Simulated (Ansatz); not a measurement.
Geometry optimisation, Ansatz 0.2.0, DFT r2SCAN-D3(BJ), scalar-relativistic, plane waves, PAW.

input.yaml

```yaml
crystal:
  lattice:
    - [7.173877, 0.0, 0.0]
    - [0.0, 7.173877, 0.0]
    - [0.0, 0.0, 7.173877]
  atoms:
    - { symbol: O, position: [0.8477341, 0.370479, 1.0114149] }
    - { symbol: H, position: [0.9085197, 0.3524523, 0.892215] }
    - { symbol: H, position: [0.8419868, 0.2463662, 1.0642489] }
    - { symbol: O, position: [0.65418, 0.189942, 0.7670896] }
    - { symbol: H, position: [0.6253685, 0.1069092, 0.664601] }
    - { symbol: H, position: [0.7343849, 0.2834369, 0.7118236] }
    - { symbol: O, position: [0.3693191, 0.0062516, 0.4403723] }
    - { symbol: H, position: [0.2787924, 0.1056584, 0.4526869] }
    - { symbol: H, position: [0.3504845, -0.0689549, 0.550906] }
    - { symbol: O, position: [0.9039091, 1.0308694, 0.2818997] }
    - { symbol: H, position: [0.7828493, 1.0365636, 0.3414023] }
    - { symbol: H, position: [0.9600472, 0.9190828, 0.3327005] }
    - { symbol: O, position: [0.2639244, 0.3000357, 0.2480798] }
    - { symbol: H, position: [0.2593415, 0.4036636, 0.1616581] }
    - { symbol: H, position: [0.2591274, 0.1909944, 0.1686101] }
    - { symbol: O, position: [0.4632198, 0.6100583, 0.5320406] }
    - { symbol: H, position: [0.4702558, 0.7216099, 0.4563095] }
    - { symbol: H, position: [0.3982647, 0.5213933, 0.4536325] }
    - { symbol: O, position: [0.4265185, 0.7264459, 0.9512896] }
    - { symbol: H, position: [0.3818775, 0.8354166, 0.8852516] }
    - { symbol: H, position: [0.5240176, 0.677658, 0.8716522] }
    - { symbol: O, position: [0.0140966, 0.0700036, 0.8849909] }
    - { symbol: H, position: [0.029382, -0.0516265, 0.9415676] }
    - { symbol: H, position: [0.1236236, 0.0838737, 0.807274] }
    - { symbol: Na, position: [0.934596, 0.5924129, 0.5241263] }
    - { symbol: Br, position: [0.2034355, 0.424164, 0.8575386] }
basis:
  ecutwfc: 500.0
kpoints:
  mp_grid: { grid: [1, 1, 1] }
hamiltonian:
  xc: r2scan
  dispersion: d3bj
scf:
  occupations: { method: fermi_dirac, width: 0.05 }
  lower_state_search: "off"
relax:
  f_tol: 0.3
  max_steps: 15
  adjacent_minimum: "off"
```

Command:

```bash
$ ansatz run input.yaml --threads 1 --pin off --max-ram 3072MiB --backend cpu --events-out ev --progress --plain --runs-dir out
```

**Question.** Where does it end, and by what steps?

**Answer.** It did not converge within its limit. Limits of this set-up: coarse k mesh. After 14 steps the energy has fallen by 5.456 eV; Na25 moved furthest, 1.73 Å. Joined: O4–Na25, O10–Na25, O16–Na25.

```csv
step,energy less start (eV),largest force component (eV/Å),accepted
0,0.0000,2.312,yes
1,-1.0772,1.555,yes
2,-1.8991,1.229,yes
3,-2.5629,1.343,yes
4,-2.9807,0.721,yes
5,-3.3635,2.115,yes
6,-3.7805,2.377,yes
7,-4.1490,1.771,yes
8,-4.3961,0.848,yes
9,-4.5682,0.785,yes
10,-4.7484,1.032,yes
11,-4.9172,0.774,yes
12,-5.1025,1.195,yes
13,-5.2937,1.221,yes
14,-5.4556,1.317,yes
```

```xyz
26
Lattice="7.1739 0.0000 0.0000 0.0000 7.1739 0.0000 0.0000 0.0000 7.1739" Properties=species:S:1:pos:R:3
O 5.937 2.579 7.638
H 6.617 2.964 7.056
H 6.353 1.773 7.983
O 4.745 1.456 5.021
H 5.329 0.657 4.926
H 5.014 1.776 5.938
O 1.879 -0.259 3.328
H 2.207 0.659 3.263
H 1.521 -0.304 4.238
O 6.382 7.726 2.414
H 5.816 6.978 2.218
H 7.257 7.359 2.652
O 1.918 2.028 1.645
H 2.350 2.811 1.260
H 2.013 1.353 0.954
O 3.906 4.189 3.354
H 3.485 5.019 3.085
H 3.209 3.740 3.855
O 2.800 5.936 6.881
H 3.471 6.397 6.347
H 2.649 5.111 6.390
O 0.225 0.052 5.767
H 0.871 -0.441 6.325
H 0.556 0.977 5.767
Na 5.861 2.847 3.202
Br 0.956 3.271 5.107
```

Time of the run: 7.4 min on 1 thread of Arm Neoverse V1, on a shared host, peak memory 1 GiB.
